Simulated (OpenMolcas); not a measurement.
Ni2+ with 6 ligands (oxide) in octahedral coordination (Oh) at 2.07 Å. A charge of +1.67 e stands 3.2 Å behind each ligand. Ligand basis ANO-RCC-VDZP.

| Property | Result |
| --- | --- |
| Program | OpenMolcas |
| Method | SS-CASPT2, IPEA 0.25 Eh, imaginary shift 0.1 Eh (closed shells correlated: 3s 3p and the ligand valence shells) |
| Basis | ANO-RCC-VDZP [5s4p2d1f] |
| Scalar Hamiltonian | DKH2, point nucleus |
| Active space | 8 electrons in 5 orbitals (3d) |
| State averaging | 2S+1 = 3 even, 10 roots; 2S+1 = 1 even, 15 roots |
| Spin-orbit coupling | RASSI with atomic mean-field integrals over the reference wave functions |

(1) What is the spin-free ground state (labels of O, the rotations of Oh)?

(2) Where is the first state of the same spin?

(3) What are the lowest two levels with spin-orbit coupling?

(4) What is χT at 300 K, and how does it compare with the textbook value?

Answers

(1) 3A2, 1-fold in its orbital part, 100 % from free-ion F terms; it has the highest spin that d8 allows.

(2) 3T2 at 6040 cm-1 above the ground state.

(3) A 3-fold level T2, then a 2-fold level E 5710 cm-1 above it. Their leading multiplicities are 3 (100 %) and 3 (99 %).

(4) The lowest level has 2S+1 = 3, for which the spin-only value is χT = S(S+1) / 2 = 1.000 cm3 K/mol (g = 2). The computed 1.507 at 300 K differs by +0.507, through orbital momentum, spin-orbit coupling and any other state in reach.

Roots that are degenerate in the reference are averaged as groups; the widest CASPT2 spread within a group is 81 cm-1 (the 2-fold group of multiplicity 1 near 31200 cm-1 above the lowest state of its run). Shifts and gaps below about the spread of the groups concerned are not significant. Over all roots computed the reference weight is 0.62 to 0.63; a low but even weight reflects the number of correlated electrons. The oxide ions are held by bare point charges, a crude embedding. A single d shell leaves out the double-shell effect, which counts most for late 3d ions, where the CASPT2 field can be off either way by tens of per cent. Ligand-to-metal charge-transfer states are missing. With oxide or sulfide held by bare charges the field of late divalent 3d ions can come out several times too small, and g and χT far too large. These CASPT2 states fit no ligand-field parameters well, so their order and spin gaps are uncertain. For late 3d ions with one d shell CASPT2 can put B and the spin-flip bands somewhat low as well as high. With one d shell and no ligand orbital active, 10Dq can be off by tens of per cent for divalent 3d ions, low with halides held by bare charges and at times high in hosts, and the orbital part of g and χT goes as 1/10Dq. Free-ion shares, where given, are those of the reference states; single-state CASPT2 does not remix them. No measured value stands beside these numbers; the geometry was imposed, not optimised, and the real ion may take another.
